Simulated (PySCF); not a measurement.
H₃Cl₂OSiTi, doublet, at a GFN2-xTB geometry (such geometries of metal compounds can be far from the true shape) (the multiplicity is a formal guess); DF-B3LYP/def2-SVP (PySCF).

PySCF was given this input:
```python
from pyscf import gto, scf, dft

mol = gto.Mole()
mol.atom = '''
    Ti    0.13385518    0.12639748    0.35858986
    Cl    0.27420287   -1.26758755    1.94371787
    Cl    0.79158817    2.07880932    0.84103919
    O    -0.45519838   -0.29537952   -1.18464084
    Si   -0.99985070   -0.81141691   -2.62507650
    H    -1.10617308    0.36543350   -3.49723954
    H    -2.30890326   -1.43572356   -2.38179060
    H    -0.00868833   -1.77835172   -3.12261939
'''
mol.basis = 'def2-svp'
mol.spin = 1
mol.verbose = 4
mol.build()

mf = dft.UKS(mol)
mf.xc = 'b3lyp'
mf = mf.density_fit(auxbasis='def2-universal-jkfit')
mf.kernel()
```

The log (banner, timings and long lists left out):

```
PySCF version 2.14.0

[INPUT] verbose = 4
[INPUT] num. atoms = 8
[INPUT] num. electrons = 81
[INPUT] charge = 0
[INPUT] spin (= nelec alpha-beta = 2S) = 1
[INPUT] symmetry False subgroup None
[INPUT] Mole.unit = angstrom
[INPUT] Symbol           X                Y                Z      unit          X                Y                Z       unit  Magmom
[INPUT]  1 Ti     0.133855180000   0.126397480000   0.358589860000 AA    0.252949630554   0.238856620035   0.677636626446 Bohr   0.0
[INPUT]  2 Cl     0.274202870000  -1.267587550000   1.943717870000 AA    0.518168326870  -2.395393308408   3.673094437723 Bohr   0.0
[INPUT]  3 Cl     0.791588170000   2.078809320000   0.841039190000 AA    1.495884844746   3.928380279993   1.589333729126 Bohr   0.0
[INPUT]  4 O     -0.455198380000  -0.295379520000  -1.184640840000 AA   -0.860200270546  -0.558186395605  -2.238646743575 Bohr   0.0
[INPUT]  5 Si    -0.999850700000  -0.811416910000  -2.625076500000 AA   -1.889443988455  -1.533355732741  -4.960675641032 Bohr   0.0
[INPUT]  6 H     -1.106173080000   0.365433500000  -3.497239540000 AA   -2.090364167567   0.690569231741  -6.608824922600 Bohr   0.0
[INPUT]  7 H     -2.308903260000  -1.435723560000  -2.381790600000 AA   -4.363194809515  -2.713124318986  -4.500931920063 Bohr   0.0
[INPUT]  8 H     -0.008688330000  -1.778351720000  -3.122619390000 AA   -0.016418564180  -3.360597703949  -5.900895438356 Bohr   0.0

nuclear repulsion = 505.034393017362
number of shells = 50
number of NR pGTOs = 226
number of NR cGTOs = 114
basis = def2-svp
ecp = {}

******** <class 'pyscf.df.df_jk.DFUKS'> ********
method = DFUKS
initial guess = minao
damping factor = 0
level_shift factor = 0
DIIS = <class 'pyscf.scf.diis.CDIIS'>
diis_start_cycle = 1
diis_space = 8
diis_damp = 0
SCF conv_tol = 1e-09
SCF conv_tol_grad = None
SCF max_cycles = 50
direct_scf = False
number electrons alpha = 41  beta = 40
XC library pyscf.dft.libxc version 7.1.2
    S. Lehtola, C. Steigemann, M. J. T. Oliveira, and M. A. L. Marques,  SoftwareX 7, 1–5 (2018)
XC functionals = b3lyp
    P. J. Stephens, F. J. Devlin, C. F. Chabalowski, and M. J. Frisch,  J. Phys. Chem. 98, 11623 (1994)
radial grids:
    Treutler-Ahlrichs [JCP 102, 346 (1995); DOI:10.1063/1.469408] (M4) radial grids

becke partition: Becke, JCP 88, 2547 (1988); DOI:10.1063/1.454033
pruning grids: <function nwchem_prune>
grids dens level: 3
symmetrized grids: False
atomic radii adjust function: <function treutler_atomic_radii_adjust>
small_rho_cutoff = 0
Set gradient conv threshold to 3.16228e-05
tot grids = 121352
******** <class 'pyscf.df.df.DF'> ********
auxbasis = def2-universal-jkfit
init E= -2136.26378364375

cycle= 1 E= -2135.91136902699  delta_E= 0.352  |g|= 0.692  |ddm|= 2.28
cycle= 2 E= -2132.34571671618  delta_E= 3.57  |g|= 3.22  |ddm|= 1.92
cycle= 3 E= -2136.05647812269  delta_E= -3.71  |g|= 0.383  |ddm|= 1.51
cycle= 4 E= -2136.08612106689  delta_E= -0.0296  |g|= 0.221  |ddm|= 0.442
cycle= 5 E= -2136.11334061171  delta_E= -0.0272  |g|= 0.0486  |ddm|= 0.212
cycle= 6 E= -2136.1145790601  delta_E= -0.00124  |g|= 0.00561  |ddm|= 0.0504
cycle= 7 E= -2136.11461911161  delta_E= -4.01e-05  |g|= 0.00141  |ddm|= 0.015
cycle= 8 E= -2136.11462342801  delta_E= -4.32e-06  |g|= 0.00071  |ddm|= 0.00524
cycle= 9 E= -2136.11462463026  delta_E= -1.2e-06  |g|= 0.000299  |ddm|= 0.00308
cycle= 10 E= -2136.11462486873  delta_E= -2.38e-07  |g|= 0.000144  |ddm|= 0.0014
cycle= 11 E= -2136.1146249273  delta_E= -5.86e-08  |g|= 8.09e-05  |ddm|= 0.000787
cycle= 12 E= -2136.1146249381  delta_E= -1.08e-08  |g|= 4.02e-05  |ddm|= 0.000338
cycle= 13 E= -2136.1146249396  delta_E= -1.51e-09  |g|= 1.32e-05  |ddm|= 0.000127
cycle= 14 E= -2136.11462493969  delta_E= -9.05e-11  |g|= 9.99e-06  |ddm|= 2.71e-05
Extra cycle  E= -2136.11462493947  delta_E= 2.27e-10  |g|= 2.3e-05  |ddm|= 3.27e-05
converged SCF energy = -2136.11462493947  <S^2> = 0.75312853  2S+1 = 2.0031261
```
